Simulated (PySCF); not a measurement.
CdH₆OSi₂, SMILES [SiH3][O][Cd][SiH3].

Coordinates come from a B3LYP-D3(BJ)/def2-SVP optimisation. The structure was generated by enumeration; whether it is a known compound was not checked. The def2 effective core potentials stand for the cores of Cd; spin–orbit coupling is left out. One conformer was computed; it need not be the lowest.

Calculation: TDA-PBE0/def2-SVPD in PySCF.

Vertical excitations. The molecule is in vacuum.

Task: Estimate the UV-visible absorptions. (An estimate is asked for; the answer gives what the named calculation found.)

Result: 
| state | energy (eV) | λ (nm) | f | main pairs |
|---|---|---|---|---|
| S1 | 5.41 | 229 | 0.003 | HOMO→LUMO 96 % |
| S2 | 5.60 | 221 | 0.037 | HOMO−1→LUMO 68 %, HOMO→LUMO+2 14 % |
| S3 | 5.70 | 218 | 0.000 | HOMO→LUMO+1 58 %, HOMO→LUMO+2 33 % |
| S4 | 5.76 | 215 | 0.016 | HOMO−1→LUMO+2 57 %, HOMO−1→LUMO+1 34 % |
| S5 | 5.76 | 215 | 0.030 | HOMO−1→LUMO+1 45 %, HOMO−1→LUMO+2 28 %, HOMO→LUMO+2 14 %, HOMO→LUMO+1 7 % |
| S6 | 5.98 | 207 | 0.065 | HOMO→LUMO+2 32 %, HOMO→LUMO+1 19 %, HOMO−1→LUMO 16 %, HOMO−1→LUMO+1 15 % |
| S7 | 6.49 | 191 | 0.184 | HOMO−2→LUMO 55 %, HOMO−2→LUMO+1 32 % |
| S8 | 6.53 | 190 | 0.127 | HOMO−2→LUMO+2 65 %, HOMO−2→LUMO+1 28 % |
| S9 | 6.69 | 185 | 0.749 | HOMO−2→LUMO 31 %, HOMO−2→LUMO+1 30 %, HOMO−2→LUMO+2 20 %, HOMO−1→LUMO 8 % |
| S10 | 7.42 | 167 | 0.000 | HOMO→LUMO+3 48 %, HOMO→LUMO+5 17 %, HOMO→LUMO+4 14 %, HOMO−3→LUMO 10 % |
| T1 | 5.06 | 245 | 0 | HOMO−1→LUMO 83 % |
| T2 | 5.14 | 241 | 0 | HOMO→LUMO 90 % |
| T3 | 5.23 | 237 | 0 | HOMO−1→LUMO+1 33 %, HOMO−2→LUMO+1 32 %, HOMO−1→LUMO+2 15 %, HOMO−2→LUMO+2 14 % |
| T4 | 5.25 | 236 | 0 | HOMO−2→LUMO+2 36 %, HOMO−1→LUMO+2 31 %, HOMO−2→LUMO+1 17 %, HOMO−1→LUMO+1 14 % |
Triplets are in the Tamm–Dancoff approximation.
